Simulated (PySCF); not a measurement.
trisilylphosphine (H9PSi3), SMILES [SiH3]P([SiH3])[SiH3]. Atoms are numbered in the order given.

```xyz
13

Si     0.1955     1.9498     0.2244
P      0.0000     0.0000    -0.9006
Si     1.5908    -1.1442     0.2244
Si    -1.7863    -0.8056     0.2244
H      1.4828     2.5908    -0.1780
H      0.1824     1.7722     1.7106
H     -0.9445     2.8299    -0.1707
H      2.9230    -0.5970    -0.1707
H      1.5023    -2.5796    -0.1780
H      1.4436    -1.0440     1.7106
H     -1.9785    -2.2329    -0.1707
H     -2.9851    -0.0112    -0.1780
H     -1.6260    -0.7282     1.7106
```

Coordinates come from a PBE0-D3(BJ)/def2-SVP optimisation.

Computed with PySCF with SMD-PBE0/def2-SVP.

Solvation free energies are E(SMD) − E(gas) at the gas-phase geometry, for 1 M in both phases. In vacuum the dipole moment is 0.76 D.

Computed solvation free energies in water, tetrahydrofuran, ethylethanoate:
```csv
solvent,ΔG(solv) (kcal/mol),its non-electrostatic (CDS) part,dipole (D)
water,3.8,4.9,1.18
tetrahydrofuran,-0.2,0.6,1.07
ethylethanoate,-0.5,0.3,1.05
```
